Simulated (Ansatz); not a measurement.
Ansatz (a first-principles code) input (SVWN5/6-31G* with LANL2DZ past Ar): The .json file joins the Basis Set Exchange's 6-31G* for atoms up to Ar and LANL2DZ past it.

Ansatz 0.2 input:
```yaml
crystal:
  periodic: [false, false, false]
  atoms:
    - {symbol: Ag, position_ang: [-0.00000000, -0.00000000, -0.65217153]}
    - {symbol: Cl, position_ang: [0.00000000, 0.00000000, 1.80306248]}
basis:
  gaussian:
    orbitals: 6-31Gs+LANL2DZ.json
hamiltonian:
  xc: {name: SVWN5}
total_charge: 1
magnetization: {spin_polarized: true, initial_magnetization: 1}
output: {forces: true}
```

Problem. Predict the final energy.

Solution. -603.83630 Eh.
